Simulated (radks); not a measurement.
Values are calculated unless marked as measured or tabulated.
Task: Valence configurations of Ni3+ (all share [Ar]). Code: a radial shooting solver on a logarithmic mesh with Libxc functionals. Model: scalar-relativistic Kohn-Sham, LDA (Slater exchange, Perdew-Wang correlation), spin-polarised, spherical densities, finite nucleus; open shells are filled with parallel spins first; Fermi nuclear charge, rms radius 3.7757 fm. Order these by energy: 3d5 4s2; 3d6.5 4p0.5; 3d5.5 4s1 4p0.5; 3d4 4s2 4p1; 3d6.5 4s0.5; 3d6 4s1; 3d4.5 4s2 4p0.5; 3d5 4p2; 3d6 4p1; 3d7.

Result: From the lowest, in eV above it: 3d7 0.000; 3d6.5 4s0.5 6.080; 3d6.5 4p0.5 10.295; 3d6 4s1 12.960; 3d6 4p1 21.654; 3d5.5 4s1 4p0.5 25.256; 3d5 4s2 32.301; 3d5 4p2 48.139; 3d4.5 4s2 4p0.5 51.055; 3d4 4s2 4p1 71.637. NIST lists [Ar] 3d7 as the ground configuration; this level of theory agrees among the configurations tried. The energies are those of spherical high-spin densities, not of single terms.
